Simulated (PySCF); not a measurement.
Br3Zr, doublet, at a GFN2-xTB geometry (such geometries of metal compounds can be far from the true shape) (the multiplicity is a formal guess) (all electrons, no relativity).

PySCF was given this input:
```python
from pyscf import gto, scf, dft

mol = gto.M(
    atom='''
Zr   -0.33334341    0.30261649    0.64835859
Br   -1.62917608   -1.50443246   -0.50152266
Br    0.10141355    1.92161751   -1.21085017
Br    1.90872642   -0.76303247    0.97139158
''',
    basis='3-21g',
    spin=1,
    verbose=4,
)

mf = dft.UKS(mol)
mf.xc = 'camb3lyp'
mf.kernel()
```

Problem. What is the computed dipole moment (CAMB3LYP/3-21G run with PySCF)?

Solution. 4.09 D

Problem. Give the Mulliken (on the basis functions themselves) charges in atom order at the level CAMB3LYP/3-21G.

Solution. Zr1 0.50, Br2 -0.17, Br3 -0.17, Br4 -0.17

These values belong to the state on which the SCF converged, which isn't shown to be the lowest.
